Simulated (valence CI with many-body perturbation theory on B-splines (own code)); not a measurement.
## E1 line list for Tl⁴⁹⁺

Method: relativistic CI+MBPT: four valence electrons over a frozen Dirac-Fock core [Ar] 3d10, a basis of 11 s, 11 p, 9 d, 7 f, 5 g, 2 h, 1 i functions for each j, with the one-electron correlation potential Σ1 (screened to all orders), the two-electron term Σ2, the three-electron term Σ3, Breit, model QED; selected single and double excitations, second order for the rest (own B-spline code, finite nucleus).

The last digits are not significant, and no measured levels were compared; by estimate large intervals hold to a few tenths of a per cent, small ones and those within an open d or f shell to about a per cent.

Lines 201 to 229 of 229 in falling wavelength, among levels below 678.23 eV, chosen from the strongest by gf and those to the six lowest levels. Wavelengths and rates use the calculated energies. Electric multipoles are in the length gauge, E1 and E2 with the static RPA response of the core. Weak lines are less certain than strong ones. Lines between different terms over intervals too small for the method are left out, as are lines whose strength nearly cancels. The highest levels of a list are the least certain.

Levels are named by their leading jj configuration (3d3/2^4 stands for four electrons in 3d with j = 3/2), which in mixed levels can hold well under half, so a name can repeat and another be missing. Letters in brackets count levels of one name in rising energy.

| λ vac (Å) | Upper | Lower | A (s⁻¹) | S (a.u.) |
| --- | --- | --- | --- | --- |
| 33.64 | (4s^2 4p3/2 4d5/2) J=2 | (4s^2 4p1/2 4p3/2) J=2 | 4.31e+06 | 4.04e-07 |
| 33.48 | (4s 4p1/2 4p3/2 4d5/2) J=1 [b] | (4s 4p1/2^2 4p3/2) J=1 | 2.81e+10 | 1.56e-03 |
| 33.40 | (4s 4p1/2 4p3/2 4d5/2) J=3 [a] | (4s 4p1/2^2 4p3/2) J=2 | 1.23e+11 | 1.58e-02 |
| 33.20 | (4s^2 4p3/2 4d5/2) J=2 | (4s^2 4p1/2 4p3/2) J=1 | 3.86e+09 | 3.49e-04 |
| 32.97 | (4s 4p1/2 4p3/2 4d5/2) J=1 [a] | (4s 4p1/2^2 4p3/2) J=2 | 2.72e+09 | 1.44e-04 |
| 32.92 | (4s 4p1/2 4p3/2 4d5/2) J=3 [b] | (4s 4p1/2^2 4p3/2) J=2 | 1.59e+11 | 1.97e-02 |
| 32.88 | (4s 4p1/2 4p3/2 4d5/2) J=1 [c] | (4s 4p1/2^2 4p3/2) J=1 | 1.45e+09 | 7.63e-05 |
| 32.79 | (4s 4p1/2 4p3/2 4d5/2) J=0 | (4s 4p1/2^2 4p3/2) J=1 | 3.02e+11 | 5.25e-03 |
| 32.77 | (4s 4p1/2 4p3/2 4d5/2) J=2 [c] | (4s 4p1/2^2 4p3/2) J=1 | 1.03e+08 | 8.90e-06 |
| 32.74 | (4s 4p1/2 4p3/2 4d5/2) J=2 [b] | (4s 4p1/2^2 4p3/2) J=2 | 4.75e+10 | 4.12e-03 |
| 32.40 | (4s 4p1/2 4p3/2 4d5/2) J=2 [d] | (4s 4p1/2^2 4p3/2) J=1 | 6.26e+09 | 5.26e-04 |
| 32.25 | (4s^2 4p3/2 4d5/2) J=3 | (4s^2 4p1/2 4p3/2) J=2 | 2.59e+10 | 3.01e-03 |
| 32.19 | (4s 4p1/2 4p3/2 4d5/2) J=3 [c] | (4s 4p1/2^2 4p3/2) J=2 | 9.36e+09 | 1.08e-03 |
| 32.04 | (4s 4p1/2 4p3/2 4d5/2) J=1 [b] | (4s 4p1/2^2 4p3/2) J=2 | 2.11e+10 | 1.03e-03 |
| 31.99 | (4s^2 4p3/2 4d5/2) J=1 | (4s^2 4p1/2 4p3/2) J=2 | 1.28e+10 | 6.20e-04 |
| 31.59 | (4s^2 4p3/2 4d5/2) J=1 | (4s^2 4p1/2 4p3/2) J=1 | 6.46e+09 | 3.02e-04 |
| 31.49 | (4s 4p1/2 4p3/2 4d5/2) J=1 [c] | (4s 4p1/2^2 4p3/2) J=2 | 3.22e+08 | 1.49e-05 |
| 31.38 | (4s 4p1/2 4p3/2 4d5/2) J=2 [c] | (4s 4p1/2^2 4p3/2) J=2 | 4.94e+09 | 3.77e-04 |
| 31.25 | (4s 4p1/2 4p3/2 4d5/2) J=3 [d] | (4s 4p1/2^2 4p3/2) J=2 | 2.79e+10 | 2.94e-03 |
| 31.04 | (4s 4p1/2 4p3/2 4d5/2) J=2 [d] | (4s 4p1/2^2 4p3/2) J=2 | 6.06e+10 | 4.48e-03 |
| 28.69 | (4s 4p3/2^3) J=2 | (4s^2 4p1/2 4p3/2) J=2 | 1.12e+09 | 6.50e-05 |
| 28.37 | (4s 4p3/2^3) J=2 | (4s^2 4p1/2 4p3/2) J=1 | 3.28e+09 | 1.84e-04 |
| 28.30 | (4s 4p1/2 4p3/2^2) J=1 [a] | (4s^2 4p1/2^2) J=0 | 6.96e+09 | 2.34e-04 |
| 28.05 | (4s 4p1/2 4p3/2^2) J=1 [b] | (4s^2 4p1/2^2) J=0 | 2.78e+07 | 9.08e-07 |
| 27.62 | (4s 4p3/2^3) J=1 | (4s^2 4p1/2 4p3/2) J=2 | 2.99e+09 | 9.33e-05 |
| 27.32 | (4s 4p3/2^3) J=1 | (4s^2 4p1/2 4p3/2) J=1 | 3.34e+08 | 1.01e-05 |
| 24.77 | (4s^2 4p3/2 4d3/2) J=1 | (4s^2 4p1/2^2) J=0 | 1.86e+07 | 4.18e-07 |
| 22.81 | (4s^2 4p3/2 4d5/2) J=1 | (4s^2 4p1/2^2) J=0 | 2.56e+09 | 4.50e-05 |
| 20.49 | (4s 4p3/2^3) J=1 | (4s^2 4p1/2^2) J=0 | 7.85e+07 | 1.00e-06 |
